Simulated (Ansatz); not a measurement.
Computed with Ansatz on PBE0-D4/def2-TZVP structures; ΔE is electronic, products minus reactants. CCSD(T)/CBS adds triple-zeta CCSD(T) − MP2 to the extrapolated MP2 energy (def2 sets, frozen cores). DFT in def2-TZVPP. B3LYP here is the variant with VWN-RPA as its local correlation; programs differ in this. For Ge outer-core shells are correlated without core-valence functions, which leaves a few kJ/mol of doubt a bond. Scalar relativity is left out up to krypton. Each species was taken in one conformer, which may not be the lowest.

Reaction (substitution at a C–C bond): `C[C@@H]1[AlH][Si@H]1[SiH3]` + `[OH][Ge][OH]` → `C[O][Ge][OH]` + `[SiH3][SiH]1[CH2][AlH]1`

(1) Is it downhill or uphill in electronic energy at CCSD(T)/CBS, and by how much? (An estimate is asked.)

(2) What do these levels give: ωB97X-V, r2SCAN, PBE0, B3LYP, SCS-MP2/def2-TZVPP, SCS-MP2/def2-QZVPP? (An estimate is asked.)

Largest T1 diagnostic among the species: 0.015.

Results:

(1) The calculation gave: Uphill: ΔE = +35.9 kJ/mol.

(2) Computed: ωB97X-V 30.8, r2SCAN 31.1, PBE0 35.6, B3LYP 30.0, SCS-MP2/def2-TZVPP 35.7, SCS-MP2/def2-QZVPP 36.6 kJ/mol.

In def2-TZVPP, CCSD(T) changes the Hartree–Fock value by +9.0 kJ/mol (the triples alone add +0.7 kJ/mol) and MP2 by +14.9 kJ/mol.
